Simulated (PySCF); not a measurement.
**Ionising SiBi**

UHF-CCSD; basis Si def2-SVPD, Bi def2-SVPD with ECP60; scalar-relativistic core potentials; PySCF 2.14. Neutral (UHF): doublet (π ↑), Re = 2.489 Å, ωe = 372 cm⁻¹, De = 1.75 eV.

SiBi⁺ (UHF): triplet (π ↑↑), Re = 2.641 Å, ωe = 306 cm⁻¹. The energies at the minima are -502.55056 hartree for SiBi and -502.27603 for SiBi⁺.

(1) Work out the adiabatic ionisation energy, without and with harmonic zero-point energies (1 hartree = 27.2114 eV, 1 eV = 8065.5 cm⁻¹), and the change of the bond length.

Correlated steps freeze 9 core orbitals. Correlated levels converge slowly with the basis: in double zeta they bind strong bonds too weakly, by up to about 1 eV, and carry superposition errors of some tenths. Spin–orbit coupling is left out, which matters for elements this heavy, above all for dissociation energies. States were picked by a PBE0 search and need not be the measured ground states.

Results:

(1) At UHF-CCSD: 0.27453 hartree = 7.470 eV between the minima; the zero-point term (306.0 − 372.0)/2 cm⁻¹ = -0.004 eV makes it 7.466 eV. Re changes by +15.2 pm against the neutral. The electron leaves a π orbital, and the longer bond of the ion fits a bonding orbital, or a change in how ionic the bond is.
